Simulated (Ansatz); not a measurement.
```yaml
crystal:
  periodic: [false, false, false]
  atoms:
    - {symbol: Br, position_ang: [0.202116, -2.473685, -1.205636]}
    - {symbol: C, position_ang: [1.320160, 0.203166, -0.286053]}
    - {symbol: N, position_ang: [1.270160, 0.203166, -0.336053]}
    - {symbol: C, position_ang: [0.043123, 0.655573, 0.048879]}
    - {symbol: N, position_ang: [-0.856756, 1.264432, -0.534510]}
    - {symbol: Si, position_ang: [-1.120249, 0.778415, 1.146073]}
    - {symbol: H, position_ang: [2.478857, -1.338294, -1.435809]}
    - {symbol: H, position_ang: [-2.257470, -0.002445, 1.307897]}
    - {symbol: H, position_ang: [-1.150747, 2.043889, 2.122800]}
basis:
  gaussian: {orbitals: def2-mTZVPP}
hamiltonian: {xc: {name: PBE}, dispersion: d4}
output: {forces: true}
```

```sh
$ ansatz run in.yaml --threads 4 --pin off --events-out ev --progress --plain --max-ram 10444MiB
```

Output, abridged:

```
Functional definition: PBE
1460 factors; their error is unknown
mean field evaluation 1: about -77240.9790 eV, gradient 2.0e2 eV
mean field evaluation 2: about -76707.4617 eV, gradient 3.0e2 eV
mean field evaluation 4: about -77252.8755 eV, gradient 1.2e2 eV
mean field evaluation 8: about -77304.7751 eV, gradient 2.5e1 eV
mean field evaluation 16: about -77308.1712 eV, gradient 1.8e0 eV
mean field evaluation 32: about -77308.1136 eV, gradient 2.7e-5 eV
a density is far from that of the atoms, so the factors are made again for it
1533 factors; integrals over basis functions are off by at most 9.6e-4 eV
mean field -77308.11303584 eV, -2841.0207527460 hartree, gradient 4.8e-5 eV, S^2 0.000000; 0 other end points of the search recorded, 0 dependent functions left out
reference -77308.11307558 eV, -2841.0207542064 hartree; 39, 39 occupied and 125, 125 virtual orbitals, 1533 factors
Total energy: -77308.38804905 eV, -2841.0308592952 hartree
Atom 0 at     0.202116    -2.473685    -1.205636 Å, force     0.816643     1.105725     0.126032 eV/Å
Atom 1 at     1.320160     0.203166    -0.286053 Å, force 76683.815918   -17.138327 76594.247517 eV/Å
Atom 2 at     1.270160     0.203166    -0.336053 Å, force -76652.560817     3.482877 -76600.651257 eV/Å
Atom 3 at     0.043123     0.655573     0.048879 Å, force   -19.890282     7.505360    -0.179388 eV/Å
Atom 4 at    -0.856756     1.264432    -0.534510 Å, force    -4.608190     3.017796    -0.869910 eV/Å
Atom 5 at    -1.120249     0.778415     1.146073 Å, force    -5.330228     3.687670     6.751236 eV/Å
Atom 6 at     2.478857    -1.338294    -1.435809 Å, force    -1.121470     1.143612     1.247598 eV/Å
Atom 7 at    -2.257470    -0.002445     1.307897 Å, force    -1.396058    -1.525570     0.173826 eV/Å
Atom 8 at    -1.150747     2.043889     2.122800 Å, force     0.274486    -1.279141    -0.845654 eV/Å
Dipole moment:     0.240249     0.681322     0.422776 e Å
```

Problem. What is wrong with this run?

Solution. One atom was put on top of another. The run converged. The result belongs to that input, not to the molecule as meant.
